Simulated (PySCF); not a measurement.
C8H6Cl: g tensor and hyperfine couplings

Species: C8H6Cl (doublet state).
SMILES with atom numbers: `[CH:1]#[C:2][C:3]1=[CH:4][CH:5][CH2:6][CH:7]=[C:8]1[Cl:9]` (hydrogens: H10 on C1; H11 on C4; H12 on C5; H13, H14 on C6; H15 on C7)

Method used: PySCF 2.14.0, UKS B3LYP, pcH-1 on C Cl H, non-relativistic, mean-field spin-orbit, GIAO. Isolated species at its GFN2-xTB geometry, gas phase. A GFN2-xTB geometry isn't a minimum of the functional, and hyperfine couplings can be far from their values at a DFT geometry. Stability of the SCF solution: not tested. ⟨S²⟩ is 0.785 where a pure state has 0.75.

| Quantity | Value |
| --- | --- |
| g1, g2, g3 | 2.00223, 2.00235, 2.00257 |
| g_iso | 2.00238 |
| Form of g | rhombic: the two nearest values differ by 37 % of g3 − g1 |
| ⟨S²⟩ | 0.7847 (exact 0.7500) |
| HOMO–LUMO gap, α and β orbitals | 4.45, 4.15 eV |

Hyperfine couplings atom by atom, in MHz; T1 to T3 are the principal values of the dipolar part; ρ(0) is the spin density at the nucleus:

```
atom  isotope  a_iso  of which spin–orbit     T1     T2    T3  Mulliken spin population  ρ(0) (bohr⁻³)
  C1      13C   26.5                  0.0  -26.7  -19.7  46.4                      0.33         0.0236
  C2      13C  -43.5                  0.0  -14.3   -0.3  14.6                     -0.16        -0.0388
  C3      13C   46.8                 -0.1  -40.7  -39.4  80.1                      0.48         0.0417
  C4      13C  -33.1                  0.0  -19.9    8.6  11.3                     -0.17        -0.0295
  C5      13C   29.8                  0.0  -27.7  -26.0  53.8                      0.35         0.0266
  C6      13C  -27.6                  0.0   -1.5   -0.5   2.0                     -0.07        -0.0246
  C7      13C   31.3                  0.0  -29.1  -27.4  56.6                      0.37         0.0279
  C8      13C  -40.1                 -0.1  -21.9    9.8  12.2                     -0.17        -0.0356
 Cl9     35Cl   -1.3                  0.0   -5.4    1.4   3.9                     -0.01        -0.0031
 H10       1H  -25.1                  0.0  -11.9   -0.9  12.8                     -0.01        -0.0056
 H11       1H    8.4                  0.0   -3.3   -1.2   4.5                      0.01         0.0019
 H12       1H  -23.0                  0.0  -12.9   -1.1  14.0                     -0.02        -0.0051
 H13       1H  128.7                  0.0   -3.4   -0.7   4.1                      0.05         0.0288
 H14       1H  128.5                  0.0   -3.4   -0.7   4.1                      0.05         0.0287
 H15       1H  -24.0                  0.0  -13.6   -1.0  14.6                     -0.02        -0.0054
```

The largest Mulliken spin populations are on C3 (+0.48), C7 (+0.37), C5 (+0.35) and C1 (+0.33). Four atoms exceed +0.15. The positive populations add up to 1.63 and the negative ones to -0.63, together 2S = 1.

The SMILES `C#CC1=C[CH]CC=C1Cl` draws the unpaired electron on C5, whose computed spin population is only +0.35.

Axes: g2 points within 6° of the C5–C6 bond.

Under fast tumbling the dipolar parts average out, and these isotropic splittings remain: 2 × 1H (H13/H14, I = 1/2, 3 lines) with 4.59 mT, 1 × 1H (H10, I = 1/2, 2 lines) with 0.90 mT, 1 × 1H (H15, I = 1/2, 2 lines) with 0.86 mT, 1 × 1H (H12, I = 1/2, 2 lines) with 0.82 mT, 1 × 1H (H11, I = 1/2, 2 lines) with 0.30 mT and 1 × 35Cl (Cl9, I = 3/2, 4 lines) with 0.05 mT.

Nuclei that the bonding pattern makes equivalent are averaged, as if the motion that swaps them (rotation, inversion, ring flip) were fast.

Main isotope only: 35Cl (natural samples also hold 24 % 37Cl, magnetic too, which adds its own pattern).

The 13C coupling of C3 (46.8 MHz) shows only in satellite lines or after enrichment, since that isotope makes up about 1.07 % of natural carbon.

β density exceeds α density at some nuclei, such as C2 (-0.0388), C8 (-0.0356) and C4 (-0.0295), spin density in bohr⁻³. In a single determinant that takes different orbitals for the two spins, that is spin polarisation.

On one thread, INTEL XEON PLATINUM 8581C at 2.30 GHz (x86_64) (shared host), this took 75 s of wall time (grids of density and orbitals included) and 0.97 GiB of memory at its peak.
